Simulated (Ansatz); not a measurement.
Calculated with Ansatz (gas phase, PBE0-D4/def2-TZVP geometries, no zero-point term in ΔE). CCSD(T)/CBS adds triple-zeta CCSD(T) − MP2 to the extrapolated MP2 energy (def2 sets, frozen cores). This one scheme is used for every species. Functionals use def2-TZVPP. B3LYP here is the variant with VWN-RPA as its local correlation; programs differ in this. Each species was taken in one conformer, which may not be the lowest.

Consider the hydrogenolysis of the Si–O bond: `O[SiH](O)[SiH2]F` + H₂ → `O[SiH2][SiH2]F` + H₂O.

```json
{"level": "ωB97M-V", "ΔE (kJ/mol)": "91.4"}
{"level": "B3LYP", "ΔE (kJ/mol)": "85.0"}
```

What does CCSD(T)/CBS give? (Best estimate.)

The calculation gave: +87.4 kJ/mol. The listed levels differ from it by 4.0, -2.4 kJ/mol.

Largest T1 diagnostic among the species: 0.012.

In def2-TZVPP, CCSD(T) changes the Hartree–Fock value by +8.0 kJ/mol (the triples alone add +3.0 kJ/mol) and MP2 by +14.1 kJ/mol. The D4 term adds +6.2 kJ/mol with B3LYP and +3.3 kJ/mol with PBE0; it sums over pairs of atoms, weighted by their polarisabilities, and B3LYP, whose exchange is more repulsive, gets the larger term.

CCSD(T)/CBS has its own doubt, a few kJ/mol and more with outer-core shells, so smaller differences from it don't rank the levels.
